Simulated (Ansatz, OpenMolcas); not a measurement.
A small benchmark: atomisation enthalpy at 298 K

6 molecules holding Si, Ge, B, Al, Ga, P or As; the atomisation enthalpy at 298 K in kJ/mol, computed less measured. Shapes, held fixed at every level: PBE0-D4/def2-TZVP. Thermal terms are harmonic and unscaled (PBE0-D4/def2-TZVP); the spin-orbit lowering of the free atoms is taken from their spectra. Programs: Ansatz 0.2.0, OpenMolcas 26.06. Measured values: NIST-JANAF tables.

Levels: A = B3LYP/STO-3G; B = BHLYP-D4/def2-TZVPP; C = MP2/def2-TZVPP; D = CCSD/def2-TZVPP; E = CCSD(T)/CBS estimate.

```
                    molecule  from tabulated heats     A     B    C     D    E
     BOF (fluoro(oxo)borane)                  1501   +56  -117  +29  -108  -30
HBS (hydrogen boron sulfide)                  1015  +288   -31   +5   -56   -3
BCl2F (dichlorofluoroborane)                  1537  +161   -74  +44   -84   -9
    BCl3 (boron trichloride)                  1337  +145   -60  +40   -84   -7
PF3 (phosphorus trifluoride)                  1513  -342  -124   +8  -116   -9
    SiH2F2 (SMILES F[SiH2]F)                  1836   -22   -90  -11   -85   -9
```

(1) Sum up the errors.

Answers

(1) 
| level | kind | mean error | mean absolute error | worst case |
| --- | --- | --- | --- | --- |
| B3LYP/STO-3G | global hybrid | +47.7 | 169.0 | PF3 |
| BHLYP-D4/def2-TZVPP | global hybrid | -82.7 | 82.7 | PF3 |
| MP2/def2-TZVPP | perturbation theory | +19.2 | 22.8 | BCl2F |
| CCSD/def2-TZVPP | coupled cluster or CI | -88.8 | 88.8 | PF3 |
| CCSD(T)/CBS estimate | coupled cluster or CI | -11.2 | 11.2 | BOF |

On this set CCSD(T)/CBS estimate has the smallest mean absolute error and B3LYP/STO-3G the largest. BHLYP-D4/def2-TZVPP is too low in 6 of 6; MP2/def2-TZVPP is too high in 5 of 6; CCSD/def2-TZVPP is too low in 6 of 6; CCSD(T)/CBS estimate is too low in 6 of 6. Heats of the atoms come from ATcT where it has them, that of boron, 570 kJ/mol, from recent work. The levels differ in basis as well as in method. With so many references in doubt the order of the levels isn't settled. The tabulated values of BOF, HBS, BCl2F, SiH2F2 are in doubt (older tables, estimates, or at odds with other calculations) and kept here. Correlated wave functions converge slowly with the basis. CCSD also lacks the triples, which bind further. The CBS estimate extrapolates MP2 from def2-TZVPP and def2-QZVPP and adds CCSD(T) − MP2 in the triple-zeta set, cores frozen. The set is small.
